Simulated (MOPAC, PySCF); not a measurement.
C₄H₄O, SMILES `C#CC(C)=O`, neutral singlet in the gas phase. 

Cartesian coordinates (Å):
```xyz
9

C      2.2721     0.1549     0.1737
C      1.1387    -0.1959    -0.0827
C     -0.2218    -0.6147    -0.3889
C     -1.3145     0.2866     0.1329
O     -0.4344    -1.6345    -1.0288
H      3.2810     0.4455     0.3885
H     -1.2392     0.3715     1.2278
H     -2.2938    -0.1157    -0.1501
H     -1.1880     1.3022    -0.2725
```
Charge 0, multiplicity 1.

All levels are single points at this geometry (PBE-D3(BJ)/def2-TZVP); Pople sets use spherical d functions. Orbital energies aren't observables, and empty levels follow the basis.

PM3 in MOPAC gives HOMO (eV) = -11.16.

Q: Estimate the HOMO (eV) from each of these levels: PBE-D3(BJ)/def2-TZVP in PySCF; B3LYP/6-311+G** in PySCF; B3LYP/6-31G* in PySCF; M06-2X/6-31G* in PySCF; PBE/6-31G* in PySCF; HF/3-21G in PySCF; PM6 in MOPAC; PM7 in MOPAC.

A: 
```
level                          HOMO (eV)
-----------------------------  ---------
PBE-D3(BJ)/def2-TZVP in PySCF      -6.19
B3LYP/6-311+G** in PySCF           -7.68
B3LYP/6-31G* in PySCF              -7.21
M06-2X/6-31G* in PySCF             -9.25
PBE/6-31G* in PySCF                -5.76
HF/3-21G in PySCF                 -11.27
PM6 in MOPAC                      -10.62
PM7 in MOPAC                      -10.60
```
